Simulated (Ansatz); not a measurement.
Harmonic frequencies (cm⁻¹) at PBE0-D4/def2-TZVP from Ansatz: 126, 152, 188, 305, 324, 482, 572, 613, 669, 723, 798, 922, 937, 937, 945, 952, 971, 1028, 1055, 1288, 1321, 1422, 1463, 1650, 1701, 2221, 2221, 2234, 3130, 3136, 3155, 3225, 3245.

Each molecule was computed in one conformer, which needn't be the lowest.

Task: Which molecule is it?
A. `C=C1CC1[SiH3]`
B. `C=CC(=C)[SiH3]`
C. `O/C(S)=[CH]\[GeH3]`
D. `CC#CC[SiH3]`

Result: B.
